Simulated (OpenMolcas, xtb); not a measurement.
## How methods differ on CH2FNOSi (SMILES O=C=N[SiH2]F)

The species is CH2FNOSi (7 atoms), meant as a singlet with charge 0. SMILES: `O=C=N[SiH2]F`. The shape is that of a PBE0-D4/def2-TZVP optimisation. This is one conformer, not always the lowest.

Each level gives the vertical ionisation energy (to the doublet cation) (eV). The values are calculated.

| level | kind | program | value (eV) | less CCSD(T)/cc-pVDZ | CPU time (all runs) |
| --- | --- | --- | --- | --- | --- |
| GFN1-xTB | semi-empirical | xtb | 15.81 | +4.76 | under 2 s |
| HF/cc-pVDZ | Hartree–Fock | OpenMolcas | 10.36 | -0.69 | 20 s |
| SVWN5/cc-pVDZ | LDA | OpenMolcas | 10.69 | -0.36 | 54 s |
| BLYP/cc-pVDZ | GGA | OpenMolcas | 10.40 | -0.65 | 86 s |
| PBE/cc-pVDZ | GGA | OpenMolcas | 10.55 | -0.50 | 81 s |
| r2SCAN/cc-pVDZ | meta-GGA | OpenMolcas | 10.80 | -0.25 | 1.9 min |
| BHLYP/cc-pVDZ | global hybrid | OpenMolcas | 11.17 | +0.12 | 89 s |
| CCSD(T)/cc-pVDZ, open shells restricted | coupled cluster or CI | OpenMolcas | 11.05 | 0.00 | 2.7 min |

Differences are taken from CCSD(T)/cc-pVDZ, open shells restricted for orientation; it has basis-set and higher-order errors of its own. The values span 10.36 to 15.81 eV. The xTB values lack the empirical shift that such differences need. Spin contamination of the reference (⟨S²⟩ at least 0.1 too high) touches HF/cc-pVDZ. Times are those of the runs behind each value, whatever else they computed, on shared processors of several kinds: orders of magnitude only.
